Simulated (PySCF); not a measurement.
Compound: H₆INSi₂.
Numbering: `[NH2:1][SiH2:2][SiH2:3][I:4]` (hydrogens: H5, H6 on N1; H7, H8 on Si2; H9, H10 on Si3)

Computed with PBE0-D3(BJ)/def2-SVP geometry optimisation, gas phase, def2 core potentials past Kr in PySCF.

(1) Give the optimised bond lengths and angles.

Answers

(1) 
```json
{"bond": "N1–Si2", "length (bohr)": "3.275"}
{"bond": "Si2–Si3", "length (bohr)": "4.431"}
{"bond": "Si3–I4", "length (bohr)": "4.660"}
{"bond": "N1–H5, N1–H6", "length (bohr)": "1.915"}
{"bond": "Si2–H7, Si2–H8", "length (bohr)": "2.830"}
{"bond": "Si3–H9, Si3–H10", "length (bohr)": "2.823"}
```

Bonds in one row agree within 0.02 bohr and their mean is given. A selection of angles:
```json
{"angle": "Si2–N1–H5", "degrees": "120.1"}
{"angle": "Si2–N1–H6", "degrees": "120.7"}
{"angle": "H5–N1–H6", "degrees": "111.1"}
{"angle": "N1–Si2–Si3", "degrees": "108.0"}
{"angle": "N1–Si2–H7", "degrees": "116.9"}
{"angle": "N1–Si2–H8", "degrees": "107.5"}
{"angle": "Si3–Si2–H7", "degrees": "107.4"}
{"angle": "Si3–Si2–H8", "degrees": "108.9"}
{"angle": "H7–Si2–H8", "degrees": "107.9"}
{"angle": "Si2–Si3–I4", "degrees": "107.8"}
{"angle": "Si2–Si3–H9", "degrees": "112.6"}
{"angle": "I4–Si3–H9", "degrees": "107.2"}
{"angle": "H9–Si3–H10", "degrees": "108.7"}
```

Torsions: N1–Si2–Si3–I4 175° (antiperiplanar). The mirror-image conformer, all signs reversed, is as good.

Si2 (SiH2 silicon) is distorted tetrahedral (angles from 107.4° to 116.9°). Si3 (SiH2 silicon) is tetrahedral (angles from 107.2° to 112.9°). N1 (silicon-bound nitrogen) has angles 120.7°, 120.1° and 111.1°, sum 351.8°, 0.20 Å off the plane of its three neighbours.

Not checked by PBE0-D3(BJ)/def2-SVP frequencies. One conformer, not necessarily the lowest (H–N1–Si2–Si3 154° and -61°, N1–Si2–Si3–I4 175°).
